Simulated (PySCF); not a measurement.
diethyl ether (C4H10O), singlet, at a GFN2-xTB geometry; PBE/6-31G (PySCF).

PySCF was given this input:
```python
from pyscf import gto, scf, dft

mol = gto.Mole()
mol.atom = '''
    C     2.310993    0.429477   -0.101282
    C     0.806769    0.652775   -0.113293
    O     0.180120   -0.517695    0.366001
    C    -1.200705   -0.396782    0.609424
    C    -2.054427   -0.300458   -0.654687
    H     2.645654    0.214595    0.909714
    H     2.560890   -0.417470   -0.733897
    H     2.822100    1.315147   -0.468628
    H     0.541827    1.506769    0.531197
    H     0.472670    0.881418   -1.136113
    H    -1.394038    0.475801    1.254009
    H    -1.463539   -1.303290    1.161448
    H    -3.105742   -0.361442   -0.387101
    H    -1.812346   -1.120138   -1.326558
    H    -1.884219    0.640103   -1.173059
'''
mol.basis = '6-31g'
mol.charge = 0
mol.spin = 0
mol.verbose = 4
mol.build()

mf = dft.RKS(mol)
mf.xc = 'pbe'
mf.diis = False
mf.damp = 0.3
mf.diis_start_cycle = 200
mf.max_cycle = 150
mf.kernel()
mf.analyze()
```

### Question
Write the output that PySCF gives for this input, abridged.

### Answer

```
PySCF version 2.14.0

[INPUT] verbose = 4
[INPUT] num. atoms = 15
[INPUT] num. electrons = 42
[INPUT] charge = 0
[INPUT] spin (= nelec alpha-beta = 2S) = 0
[INPUT] symmetry False subgroup None
[INPUT] Mole.unit = angstrom
[INPUT] Symbol           X                Y                Z      unit          X                Y                Z       unit  Magmom
[...]
nuclear repulsion = 191.929785459942
number of shells = 45
number of NR pGTOs = 150
number of NR cGTOs = 65
basis = 6-31g
ecp = {}

******** <class 'pyscf.dft.rks.RKS'> ********
method = RKS
initial guess = minao
damping factor = 0.3
level_shift factor = 0
DIIS disabled
SCF conv_tol = 1e-09
SCF conv_tol_grad = None
SCF max_cycles = 150
direct_scf = True
direct_scf_tol = 1e-13
XC library pyscf.dft.libxc version 7.1.2
    S. Lehtola, C. Steigemann, M. J. T. Oliveira, and M. A. L. Marques,  SoftwareX 7, 1–5 (2018)
XC functionals = pbe
    J. P. Perdew, K. Burke, and M. Ernzerhof,  Phys. Rev. Lett. 77, 3865 (1996)
    J. P. Perdew, K. Burke, and M. Ernzerhof,  Phys. Rev. Lett. 78, 1396 (1997)
    J. P. Perdew, K. Burke, and M. Ernzerhof,  Phys. Rev. Lett. 77, 3865 (1996)
    J. P. Perdew, K. Burke, and M. Ernzerhof,  Phys. Rev. Lett. 78, 1396 (1997)
radial grids:
    Treutler-Ahlrichs [JCP 102, 346 (1995); DOI:10.1063/1.469408] (M4) radial grids

becke partition: Becke, JCP 88, 2547 (1988); DOI:10.1063/1.454033
pruning grids: <function nwchem_prune>
grids dens level: 3
symmetrized grids: False
atomic radii adjust function: <function treutler_atomic_radii_adjust>
small_rho_cutoff = 0
Set gradient conv threshold to 3.16228e-05
Initial guess from minao.
tot grids = 168640
init E= -233.465870504546
[...]
cycle= 1 E= -233.159174298138  delta_E= 0.307  |g|= 0.71  |ddm|= 3.25
[...]
cycle= 2 E= -233.182938843076  delta_E= -0.0238  |g|= 0.679  |ddm|= 1.65
[...]
cycle= 3 E= -233.182879771575  delta_E= 5.91e-05  |g|= 0.699  |ddm|=  1.5
[...]
cycle= 4 E= -233.150932335754  delta_E= 0.0319  |g|= 0.809  |ddm|= 1.75
[...]
cycle= 5 E= -233.123495000276  delta_E= 0.0274  |g|= 0.905  |ddm|= 1.89
[...]
cycle= 6 E= -233.042225351488  delta_E= 0.0813  |g|=  1.1  |ddm|= 2.36
[...]
cycle= 7 E= -232.992024280699  delta_E= 0.0502  |g|= 1.22  |ddm|= 2.58
[...]
cycle= 8 E= -232.81315224512  delta_E= 0.179  |g|= 1.52  |ddm|= 3.43
[...]
cycle= 9 E= -232.743138661855  delta_E= 0.07  |g|= 1.65  |ddm|= 3.69
[...]
cycle= 10 E= -232.322552545851  delta_E= 0.421  |g|= 2.12  |ddm|= 5.41
[...]
[...]
[...]
cycle= 134 E= -152.330845570844  delta_E= 26.4  |g|= 8.35  |ddm|= 29.2
[...]
cycle= 135 E= -176.492115530053  delta_E= -24.2  |g|=  7.2  |ddm|= 29.8
[...]
cycle= 136 E= -152.442717784512  delta_E=   24  |g|= 8.38  |ddm|=   29
[...]
cycle= 137 E= -178.697289606612  delta_E= -26.3  |g|= 7.09  |ddm|= 28.4
[...]
cycle= 138 E= -152.330845570845  delta_E= 26.4  |g|= 8.35  |ddm|= 29.2
[...]
cycle= 139 E= -176.492115530054  delta_E= -24.2  |g|=  7.2  |ddm|= 29.8
[...]
cycle= 140 E= -152.442717784511  delta_E=   24  |g|= 8.38  |ddm|=   29
[...]
cycle= 141 E= -178.697289606611  delta_E= -26.3  |g|= 7.09  |ddm|= 28.4
[...]
cycle= 142 E= -152.330845570844  delta_E= 26.4  |g|= 8.35  |ddm|= 29.2
[...]
cycle= 143 E= -176.492115530053  delta_E= -24.2  |g|=  7.2  |ddm|= 29.8
[...]
cycle= 144 E= -152.442717784512  delta_E=   24  |g|= 8.38  |ddm|=   29
[...]
cycle= 145 E= -178.697289606612  delta_E= -26.3  |g|= 7.09  |ddm|= 28.4
[...]
cycle= 146 E= -152.330845570843  delta_E= 26.4  |g|= 8.35  |ddm|= 29.2
[...]
cycle= 147 E= -176.492115530054  delta_E= -24.2  |g|=  7.2  |ddm|= 29.8
[...]
cycle= 148 E= -152.442717784513  delta_E=   24  |g|= 8.38  |ddm|=   29
[...]
cycle= 149 E= -178.697289606612  delta_E= -26.3  |g|= 7.09  |ddm|= 28.4
[...]
cycle= 150 E= -152.330845570843  delta_E= 26.4  |g|= 8.35  |ddm|= 29.2
SCF not converged.
SCF energy = -152.330845570843
**** SCF Summaries ****
Total Energy =                        -152.330845570843138
Nuclear Repulsion Energy =             191.929785459941883
One-electron Energy =                 -647.659226737799827
Two-electron Energy =                  303.398595707014806
Two-electron Coulomb Energy =          338.967757159047380
DFT Exchange-Correlation Energy =      -35.569161452032567
HOMO-LUMO gap [eV] =                     1.427529324078324
**** MO energy ****
[...]
 ** Mulliken pop on meta-lowdin orthogonal AOs  **
 ** Mulliken pop  **
 ** Mulliken atomic charges  **
charge of    0C =      3.99906
charge of    1C =      3.95227
charge of    2O =      5.60977
charge of    3C =     -4.97239
charge of    4C =     -8.00325
charge of    5H =      0.99997
charge of    6H =      0.99996
charge of    7H =      0.99996
charge of    8H =      0.99334
charge of    9H =      0.94352
charge of   10H =     -1.09070
charge of   11H =     -1.12860
charge of   12H =     -1.18282
charge of   13H =     -1.07135
charge of   14H =     -1.04875
Dipole moment(X, Y, Z, Debye): 281.03051, 55.97178, 14.83626
```

The run did not converge; its last values are not results.
